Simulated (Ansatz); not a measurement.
CH₅AlBFOS, SMILES `OBS[CH](F)[AlH2]`, relaxed with RKS PBE-D4/def2-SVP in the Gaussian-basis code of Ansatz from a rough embedded geometry. The force threshold is 0.03 eV/Å; the program also tests the step.

Charge 0, multiplicity 1.

Start:

```xyz
11

O     1.147   -1.043    1.754
B     0.153   -1.604    0.767
S    -1.415   -0.651    0.309
C    -0.744    0.263   -1.043
F    -1.758    0.631   -1.922
Al    0.255    1.865   -0.535
H     0.834   -1.336    2.610
H     0.335   -2.630    0.314
H    -0.107   -0.459   -1.682
H    -0.499    2.976    0.317
H     1.800    1.988   -0.889
```

Question: How much energy does the relaxation release, and in how many steps? (An estimate is asked.)

Answer: Ansatz gave: 194.61 kJ/mol, in 16 steps, 1 of them rejected.

Question: Which bonds change most? (Best estimate.)

Answer: Ansatz gave: S3–Al6 from 3.135 to 2.549 Å; S3–C4 from 1.765 to 1.934 Å; O1–B2 from 1.509 to 1.352 Å; B2–H8 from 1.136 to 1.214 Å.

Question: Give the relaxed structure. (Estimate.)

Answer: Ansatz gave: 
```xyz
11

O     0.905   -1.816    1.986
B     0.442   -1.404    0.784
S    -0.886   -0.132    0.642
C    -0.847    0.273   -1.248
F    -2.127    0.409   -1.707
Al    0.223    1.813   -0.577
H     0.503   -1.371    2.755
H     0.909   -1.907   -0.217
H    -0.369   -0.613   -1.719
H    -0.563    3.130   -0.139
H     1.809    1.619   -0.560
```
